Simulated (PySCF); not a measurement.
CH4AlFO, SMILES [CH3][Al]([OH])[F]. Atoms are numbered in the order given.

```xyz
8

Al    -0.0121     0.0494     0.0000
F     -1.5436     0.7176     0.0000
C      0.2344    -1.8693     0.0000
H      1.3016    -2.1398     0.0000
H     -0.2378    -2.3263    -0.8857
H     -0.2378    -2.3263     0.8857
O      1.3179     1.1053     0.0000
H      1.2736     2.0657     0.0000
```
Charge 0, spin multiplicity 1.

The structure is a stationary point at B3LYP-D3(BJ)/def2-SVP. One conformer was computed; it need not be the lowest.

Calculation: PySCF with TDDFT-M06-2X/def2-SVPD.

Vertical excitations. Isolated molecule, no solvent. State labels are in the subgroup Cs.

Computed lowest excited states:
```tsv
state	symmetry	energy (eV)	λ (nm)	f	main pairs
S1	A'	7.44	167	0.173	HOMO→LUMO 91 %
S2	A"	7.65	162	0.001	HOMO→LUMO+1 65 %, HOMO−1→LUMO 28 %
S3	A"	7.90	157	0.082	HOMO−1→LUMO 55 %, HOMO→LUMO+1 31 %
S4	A'	8.21	151	0.048	HOMO−2→LUMO 75 %
S5	A"	8.67	143	0.015	HOMO−2→LUMO+1 92 %
S6	A'	8.91	139	0.080	HOMO−1→LUMO+1 82 %
S7	A'	9.23	134	0.011	HOMO→LUMO+2 75 %
S8	A"	9.28	134	0.003	HOMO−1→LUMO+2 65 %, HOMO−1→LUMO+3 18 %
S9	A'	9.55	130	0.035	HOMO→LUMO+3 62 %
S10	A"	9.64	129	0.038	HOMO−4→LUMO 79 %
T1	A'	6.69	185	0	HOMO→LUMO 80 %
T2	A"	7.02	177	0	HOMO→LUMO+1 96 %
T3	A"	7.46	166	0	HOMO−1→LUMO 76 %
T4	A'	7.72	161	0	HOMO−1→LUMO+1 64 %, HOMO−2→LUMO 24 %
```
Triplets are in the Tamm–Dancoff approximation, which puts them higher than full response would, so one can lie above its singlet here.
